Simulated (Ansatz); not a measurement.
Isolated molecules relaxed with PBE0-D4/def2-TZVP in Ansatz; ΔE leaves out vibrations. CCSD(T)/CBS adds triple-zeta CCSD(T) − MP2 to the extrapolated MP2 energy (def2 sets, frozen cores). DFT in def2-TZVPP. B3LYP here is the variant with VWN-RPA as its local correlation; programs differ in this. HSE06 is defined as in plane-wave codes. Open shells (•) are unrestricted, without spin–orbit coupling. Spin–orbit coupling would lower the free atoms: clearly for Br. Elements past krypton have def2 core potentials. Bonds to Br, In are less sure, by a few kJ/mol each and by 10 to 20 or more in all where they break to atoms, as the def2 sets lack core-valence functions. Scalar relativity is left out up to krypton.

Reaction (homolysis of the Br–In bond): `[Br][InH][Br]` → Br• + `[Br][InH]`•

```tsv
level	ΔE (kJ/mol)	difference from CCSD(T)/CBS
LDA (SPW92)	395.4	26.3
revPBE-D4	328.3	-40.8
BLYP-D4	320.1	-49.0
B3LYP-D4	329.6	-39.5
HSE06-D4	347.5	-21.6
PBE	339.6	-29.5
B3LYP	321.3	-47.8
r2SCAN0	342.0	-27.1
BHLYP	323.7	-45.4
HF/def2-SVP	254.0	-115.1
MP2/def2-TZVPP	366.9	-2.2
SCS-MP2/def2-TZVPP	354.4	-14.7
MP2/def2-QZVPP	379.5	10.4
SCS-MP2/def2-QZVPP	366.9	-2.2
HF/CBS(def2)	257.5	-111.6
CCSD/CBS(def2)	360.0	-9.1
CCSD(T)/CBS	369.1	0
```

Largest T1 diagnostic among the species: 0.015.

From r2SCAN to r2SCAN0 (25 % exact exchange), in def2-TZVPP and without D4, ΔE moves by −3.9 kJ/mol: exact exchange takes away binding that semilocal exchange gives to molecules. In def2-TZVPP, CCSD(T) changes the Hartree–Fock value by +89.4 kJ/mol (the triples alone add +9.2 kJ/mol) and MP2 by +109.2 kJ/mol; breaking electron pairs costs correlation energy, which Hartree–Fock lacks. At CCSD(T), def2-SVP lies −38.8 kJ/mol from the extrapolated value and def2-TZVPP −22.0 kJ/mol: correlation converges slowly with the basis, and small sets miss more of it in the bonded molecule than in its fragments.

CCSD(T)/CBS has its own doubt, a few kJ/mol and more with outer-core shells, so smaller differences from it don't rank the levels.
